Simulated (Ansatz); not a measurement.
ZrAl6⁺. Total charge 1; doublet. Geometry B3LYP-D4/def2-SVP; atoms count from 1.

```xyz
7

Zr   -0.3694    0.9418    1.9023
Al   -0.8771   -1.3251    0.5521
Al    1.7488   -0.6216    1.3546
Al    0.8576    1.3760   -0.4484
Al   -1.9628    1.1674   -0.2522
Al    1.3580   -1.2779   -1.0971
Al   -0.7551   -0.2607   -2.0113
```

In the def2 sets Zr takes a core potential; there is no spin–orbit coupling. The charge 1 doublet is spin-contaminated (final ⟨S²⟩ up to 0.84, 0.75 for a pure state). No other spin state of charge 1 was run. The structure comes from a short search, and lower isomers may exist.

Problem. Estimate the Mulliken populations from the PBE0/def2-TZVP orbitals of Ansatz.

Solution. 
```tsv
atom	charge (e)	spin (α − β)	d electrons
Zr1	0.29	0.57	2.72
Al2	0.08	-0.01	–
Al3	0.13	0.36	–
Al4	0.08	-0.01	–
Al5	0.13	0.36	–
Al6	0.15	-0.14	–
Al7	0.15	-0.14	–
```
Mulliken values and Mayer orders depend strongly on the basis.

Problem. Where does the spin sit?

Solution. Summed by element: Zr 0.57, Al 0.43, of 1 unpaired in all. Largest on single atoms: Zr1 0.57, Al3 0.36, Al5 0.36.

Problem. And the Mayer bond orders between bonded heavy atoms (over 0.3)?

Solution. Zr1–Al2 1.06 (2.69 Å); Zr1–Al3 1.00 (2.69 Å); Zr1–Al4 1.06 (2.69 Å); Zr1–Al5 1.00 (2.69 Å); Al2–Al3 0.32 (2.83 Å); Al2–Al5 0.32 (2.84 Å); Al2–Al6 0.43 (2.78 Å); Al2–Al7 0.43 (2.78 Å); Al3–Al4 0.32 (2.83 Å); Al3–Al6 0.66 (2.57 Å); Al4–Al5 0.32 (2.83 Å); Al4–Al6 0.43 (2.78 Å); Al4–Al7 0.43 (2.78 Å); Al5–Al7 0.66 (2.57 Å); Al6–Al7 0.67 (2.52 Å). Values over 0.3 also appear between atoms too far apart for a bond (Zr1–Al6 0.36 at 4.11 Å; Zr1–Al7 0.36 at 4.11 Å; Al2–Al4 0.33 at 3.36 Å); they arise where an orbital or an unpaired electron spreads over both atoms.
